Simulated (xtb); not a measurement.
H$_{8}$Ge$_{3}$, charge -1, doublet, from a rough starting geometry (a state made from the parent by changing its charge; the spin is typed, not shown lowest); xtb with GFN2-xTB.

Input for xtb:
```
$ xtb mol.xyz --gfn 2 --chrg -1 --uhf 1 --opt vtight --json

# file mol.xyz
11

Ge     1.95818411     0.74428201    -0.03501418
Ge     0.28022424    -0.87848676    -0.15338188
Ge    -2.05905279    -0.05951191     0.08611388
H      3.25352292     0.18095721    -0.13131370
H      1.83678932     1.72669385    -1.02796557
H      1.94509567     1.46516489     1.29005462
H      0.37532077    -2.00070012     0.89158746
H      0.26126449    -1.70364533    -1.44998089
H     -2.41066441     0.81358689    -1.05926582
H     -2.25141689     0.76254739     1.30856118
H     -3.11049418    -1.10731791     0.18985019
```

What the program printed (banner, timings and long lists left out):

```
   ID    Z sym.   atoms
    1   32 Ge     1-3
    2    1 H      4-11

           -------------------------------------------------
          |                Calculation Setup                |
           -------------------------------------------------

           -------------------------------------------------
          |                 G F N 2 - x T B                 |
           -------------------------------------------------

          ...................................................
          :                      SETUP                      :
          :.................................................:
          :  # basis functions                  38          :
          :  # atomic orbitals                  35          :
          :  # shells                           17          :
          :  # electrons                        21          :
          :  max. iterations                   250          :
          :  Hamiltonian                  GFN2-xTB          :
          :  restarted?                      false          :
          :  GBSA solvation                  false          :
          :  PC potential                    false          :
          :  electronic temp.          300.0000000     K    :
          :  accuracy                    1.0000000          :
          :  -> integral cutoff          0.2500000E+02      :
          :  -> integral neglect         0.1000000E-07      :
          :  -> SCF convergence          0.1000000E-05 Eh   :
          :  -> wf. convergence          0.1000000E-03 e    :
          :  Broyden damping             0.4000000          :
          :  net charge                         -1          :
          :  unpaired electrons                  1          :
          ...................................................

 iter      E             dE          RMSdq      gap      omega  full diag
   1     -9.9234942 -0.992349E+01  0.895E+00    0.13       0.0  T
   2     -9.9240811 -0.586984E-03  0.809E+00    0.30       1.0  T
   3     -9.8851826  0.388985E-01  0.551E+00    0.05       1.0  T
   4     -9.9183160 -0.331334E-01  0.429E+00    0.30       1.0  T
   5     -9.9897756 -0.714595E-01  0.222E+00    0.16       1.0  T
   6    -10.0026132 -0.128377E-01  0.797E-01    0.19       1.0  T
   7    -10.0030284 -0.415140E-03  0.762E-01    0.17       1.0  T
   8    -10.0026283  0.400114E-03  0.402E-01    0.17       1.0  T
   9    -10.0029904 -0.362185E-03  0.377E-01    0.16       1.0  T
  10    -10.0031363 -0.145858E-03  0.141E-01    0.16       1.0  T
  11    -10.0031728 -0.365067E-04  0.649E-02    0.17       1.0  T
  12    -10.0031768 -0.394534E-05  0.167E-02    0.17       1.8  T
  13    -10.0031773 -0.587524E-06  0.326E-03    0.17       9.3  T
  14    -10.0031774 -0.147178E-07  0.857E-04    0.17      35.2  T
  15    -10.0031774 -0.251333E-09  0.444E-04    0.17      67.9  T

   *** convergence criteria satisfied after 15 iterations ***

         :::::::::::::::::::::::::::::::::::::::::::::::::::::
         ::                     SUMMARY                     ::
         :::::::::::::::::::::::::::::::::::::::::::::::::::::
         :: total energy              -9.932285218560 Eh    ::
         :: gradient norm              0.110934765487 Eh/a0 ::
         :: HOMO-LUMO gap              0.167283465986 eV    ::
         ::.................................................::
         :: SCC energy               -10.003166341437 Eh    ::
         :: -> isotropic ES            0.088601420983 Eh    ::
         :: -> anisotropic ES          0.001838683209 Eh    ::
         :: -> anisotropic XC          0.002444335671 Eh    ::
         :: -> dispersion             -0.008867930654 Eh    ::
         :: repulsion energy           0.070881122877 Eh    ::
         :: add. restraining           0.000000000000 Eh    ::
         :: total charge              -1.000000000000 e     ::
         :::::::::::::::::::::::::::::::::::::::::::::::::::::

[...]
 * total energy  :   -10.0424524 Eh     change       -0.1709126E-05 Eh
 * total energy  :   -10.0424529 Eh     change       -0.5262964E-06 Eh
 * total energy  :   -10.0424546 Eh     change       -0.1630850E-05 Eh
 * total energy  :   -10.0424554 Eh     change       -0.7916609E-06 Eh
 * total energy  :   -10.0424564 Eh     change       -0.1033865E-05 Eh
 * total energy  :   -10.0424574 Eh     change       -0.1049716E-05 Eh
 * total energy  :   -10.0424586 Eh     change       -0.1200703E-05 Eh
 * total energy  :   -10.0424593 Eh     change       -0.6704273E-06 Eh
 * total energy  :   -10.0424597 Eh     change       -0.3723922E-06 Eh
 * total energy  :   -10.0424601 Eh     change       -0.4640404E-06 Eh
 * total energy  :   -10.0424603 Eh     change       -0.1074330E-06 Eh
 * total energy  :   -10.0424603 Eh     change       -0.3951364E-07 Eh
   *** GEOMETRY OPTIMIZATION CONVERGED AFTER 169 ITERATIONS ***
         :: total energy             -10.042460292739 Eh    ::
[...]
        12                         -0.0382551              -1.0410 (LUMO)
        13                         -0.0177989              -0.4843
        14                          0.0125278               0.3409
        15                          0.0493698               1.3434
        16                          0.0942729               2.5653
        17                          0.1281601               3.4874
        18                          0.1420040               3.8641
        19                          0.1694730               4.6116
        20                          0.1720955               4.6830
        21                          0.2127235               5.7885
        22                          0.2411110               6.5610
       ...                                ...                  ...
        35                          1.8385567              50.0297
      -------------------------------------------------------------
                  HL-Gap            0.1224937 Eh            3.3332 eV
             Fermi-level           -0.1464607 Eh           -3.9854 eV

     #   Z          covCN         q      C6AA      α(0)
     1  32 Ge       3.619     0.101   170.298    23.454
     2  32 Ge       3.509     0.166   170.545    23.555
     3  32 Ge       3.574     0.099   170.790    23.511
     4   1 H        0.896    -0.144     7.389     4.253
     5   1 H        0.919    -0.166     8.558     4.575
     6   1 H        0.920    -0.165     8.492     4.557
     7   1 H        0.889    -0.200    10.821     5.148
     8   1 H        0.882    -0.200    10.831     5.152
     9   1 H        0.918    -0.170     8.788     4.636
    10   1 H        0.919    -0.169     8.710     4.616
    11   1 H        0.884    -0.154     7.915     4.404

 Mol. C6AA /au·bohr⁶  :       3958.837490
 Mol. C8AA /au·bohr⁸  :     210126.817460
 Mol. α(0) /au        :        107.861517

Wiberg/Mayer (AO) data.
largest (>0.10) Wiberg bond orders for each atom

 ---------------------------------------------------------------------------
     #   Z sym  total        # sym  WBO       # sym  WBO       # sym  WBO
 ---------------------------------------------------------------------------
     1  32 Ge   3.249 --     6 H    0.862     5 H    0.860     4 H    0.806
                             2 Ge   0.522     3 Ge   0.103
     2  32 Ge   3.026 --     7 H    0.842     8 H    0.831     1 Ge   0.522
                             3 Ge   0.486
     3  32 Ge   3.204 --    10 H    0.861     9 H    0.860    11 H    0.800
                             2 Ge   0.486     1 Ge   0.103
     4   1 H    0.938 --     1 Ge   0.806
     5   1 H    0.971 --     1 Ge   0.860
     6   1 H    0.971 --     1 Ge   0.862
     7   1 H    0.960 --     2 Ge   0.842
     8   1 H    0.959 --     2 Ge   0.831
     9   1 H    0.969 --     3 Ge   0.860
    10   1 H    0.970 --     3 Ge   0.861
    11   1 H    0.932 --     3 Ge   0.800
 ---------------------------------------------------------------------------

Topologies differ in total number of bonds
Writing topology from bond orders to xtbtopo.mol

molecular dipole:
                 x           y           z       tot (Debye)
 q only:        0.103      -0.163       0.048
   full:        0.163      -0.192       0.081       0.674
molecular quadrupole (traceless):
                xx          xy          yy          xz          yz          zz
 q only:      -19.050      -4.286       7.457       0.659       1.726      11.593
  q+dip:      -23.679      -5.631       9.290       0.919       2.034      14.389
   full:      -23.996      -5.545       9.076       0.838       2.501      14.920

optimized geometry written to: xtbopt.xyz

           -------------------------------------------------
          | TOTAL ENERGY              -10.042460292739 Eh   |
          | GRADIENT NORM               0.002514207051 Eh/α |
          | HOMO-LUMO GAP               3.333223238695 eV   |
           -------------------------------------------------
```
